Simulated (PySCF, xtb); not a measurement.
C2H4NO, SMILES [N](C)C=O, multiplicity 2. Other conformers were not sampled.

Harmonic wavenumbers (cm⁻¹) from GFN2-xTB in xtb at its own minimum, in rising order: 114, 136, 373, 578, 847, 981, 1006, 1064, 1234, 1262, 1353, 1414, 1427, 1664, 2560, 2860, 2899, 2991.

Question: What does PBE-D3(BJ)/def2-SVP (PySCF 2.14.0) give at its own minimum? (The exact figures need the calculation; the answer reports its results.)

Answer: 122, 239, 347, 563, 931, 975, 1005, 1053, 1270, 1326, 1342, 1362, 1410, 1541, 2913, 2928, 2981, 3026. Paired by order, the mean absolute difference is 61 cm⁻¹ and the zero-point energies are 35.4 and 36.2 kcal/mol.
